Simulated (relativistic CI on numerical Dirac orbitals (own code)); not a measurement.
# Pr⁴⁺: N4,5 absorption edge

Computed with this model: Dirac-Coulomb-Breit CI, orbitals from a KLI potential per configuration, model QED, multiplet model of core-to-valence dipole absorption, unscaled Slater integrals; configurations [Xe] 4f → [Kr] 4d9 4f2 5s2 5p6; 300 K; Lorentzian 0.75 eV and Gaussian 0.2 eV FWHM. Energies are those of the free ion, without screening or charge transfer. The branching ratio is the share of the lower-energy edge in the whole absorption, uncertain by about 0.02 where the edges overlap. S is read from ⟨S²⟩ = S(S + 1).

Field parameters in Wybourne normalisation. The field is a parameter set, without covalency.

free ion: ground-state S = 0.50, centroid 142.99 eV. Peaks (eV, height): 138.3 (93), 145.1 (68), 146.7 (100).

D4h, B20 = 2280, B40 = 980, B44 = -1440, B60 = 1100, B64 = -1300 cm⁻¹: ground-state S = 0.50, centroid 143.00 eV. Peaks (eV, height): 138.3 (97), 145.1 (74), 146.8 (100).

Strongest unbroadened transitions for D4h, B20 = 2280, B40 = 980, B44 = -1440, B60 = 1100, B64 = -1300 cm⁻¹:

```csv
Energy (eV),Relative strength
138.26,2.6
138.29,100.0
138.32,2.4
138.34,49.0
138.40,2.4
138.43,1.4
145.02,1.8
145.10,97.5
145.12,2.3
145.20,8.6
145.52,4.7
146.69,2.4
146.73,2.0
146.77,97.4
146.81,33.8
146.83,11.0
146.89,6.9
146.94,3.3
```
